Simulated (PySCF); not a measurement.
This script is equivalent to a calculation on K²⁺ (potassium, charge +2).

```python
from pyscf import gto, scf, dft, mp, cc
mol = gto.M(atom="K 0 0 0", charge=2, spin=1, symmetry="D2h",
            basis=gto.etbs([(0, 22, 0.028, 2.5), (1, 14, 0.036, 2.5), (2, 6, 1.2, 2.7), (3, 5, 1.8, 2.7)]),
            nucmod="G")
mf = scf.UHF(mol).sfx2c1e()
mf.irrep_nelec = {'Ag': (3, 3), 'B1u': (2, 2), 'B2u': (2, 2), 'B3u': (2, 1)}
mf.kernel()
```

Problem. What total energy does it give?

Solution. -600.19531 hartree (calculated).

Problem. Which occupied shell lies highest, and where?

Solution. 3p β, at -45.578 eV.

Problem. What is ⟨S²⟩, and what would a pure spin state give?

Solution. 0.755, against 0.75.
